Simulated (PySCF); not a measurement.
## Electronic structure of C⁺ (carbon, charge +1) at the PBE0 level

Configuration: [He] 2s2 3d1, 2D determinant (an excited configuration). Computed with PySCF 2.14 in x2c-TZVPPall with one added diffuse shell each of s, p, d type (6s4p3d1f, 40 functions), with scalar relativity by spin-free X2C-1e.

* Total energy: -36.7288 hartree
* One-electron energy: -45.4954 hartree
* Hartree (Coulomb) energy: 13.3040 hartree
* Exchange-correlation energy: -4.5374 hartree
* ⟨S²⟩: 0.7501
* ⟨L²⟩: 6.000
* Sum of ⟨r⟩: 7.170 bohr
* Sum of ⟨r²⟩: 21.30 bohr²
* Traceless quadrupole moment −½Σ⟨3z² − r²⟩ along its main axis: 4.74 e·bohr²
* Langevin diamagnetic susceptibility: -16.9 ×10⁻⁶ cm³/mol

```
shell  electrons  mean orbital energy (eV)  rms radius, mean of both spins (bohr)
 1s β          1                   -309.92                                  0.313
 1s α          1                   -309.91                                  0.313
 2s α          1                   -34.525                                   1.50
 2s β          1                   -34.368                                   1.50
 3d α          1                    -4.931                                   4.08
```

The outer electron is Rydberg-like, and this basis confines it to a smaller radius and binds it less than a complete one would.
